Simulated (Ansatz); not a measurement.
BClFH4NSn (`N[BH][SnH]([F])[Cl]`), relaxed with RKS PBE-D4/def2-SVP in the Gaussian-basis code of Ansatz from a rough embedded geometry. The force threshold is 0.03 eV/Å; the program also tests the step.

Total charge 0; spin multiplicity 1. Sn takes the def2 core potential.

Start:

```xyz
9

N    -0.508   -0.231   -1.865
B    -0.940   -0.338   -0.393
Sn    0.394    0.286    1.288
F     0.839    2.092    1.081
Cl    2.383   -0.991    1.146
H     0.431   -0.726   -1.924
H    -0.224    0.800   -1.980
H    -1.981   -0.807   -0.190
H    -0.394   -0.084    2.835
```

| step | energy (eV) | largest force (eV/Å) | largest move (Å) |
| --- | --- | --- | --- |
| 1 | -23284.8449 | 2.758 | 0.000 |
| 2 | -23285.2841 | 1.163 | 0.197 |
| 3 | -23285.3591 | 0.350 | 0.139 |
| 4 | -23285.4380 | 0.735 | 0.148 |
| 5 | -23285.6353 | 1.473 | 0.194 |
| 6 | -23285.9181 | 1.851 | 0.198 |
| 7 | -23286.2067 | 1.830 | 0.199 |
| 8 | -23286.4488 | 1.928 | 0.195 |
| 9 | -23286.6537 | 0.943 | 0.200 |
| 10 | -23286.7495 | 0.589 | 0.200 |
| 11 | -23286.7907 | 0.711 | 0.194 |
| 12 | -23286.8175 | 0.624 | 0.196 |
| 13 | -23286.8312 | 0.433 | 0.160 |
| 14 | -23286.8567 | 0.191 | 0.167 |
| 15 | -23286.8768 | 0.202 | 0.170 |
| 16 | -23286.9038 | 0.399 | 0.191 |
| 17 | -23286.9164 | 0.660 | 0.170 |
| 18 | -23286.9318 | 0.298 | 0.063 |
| 19 | -23286.9338 | 0.207 | 0.084 |
| 20 | -23286.9391 | 0.057 | 0.050 |
| 21 | -23286.9394 | 0.042 | 0.013 |
| 22 (rejected) | -23286.9394 | 0.026 | 0.016 |
| 23 | -23286.9396 | 0.005 | 0.008 |

End:

```xyz
9

N    -0.456    0.137   -1.538
B    -0.740   -0.730   -0.496
Sn    0.287    0.082    1.351
F     0.977    1.692    0.386
Cl    2.256   -1.137    1.909
H    -0.772    0.000   -2.502
H     0.116    0.978   -1.371
H    -1.399   -1.740   -0.598
H    -0.270    0.718    2.859
```

Run time 28 s (4 threads of a server CPU on a shared host); peak host memory 0.19 GiB.
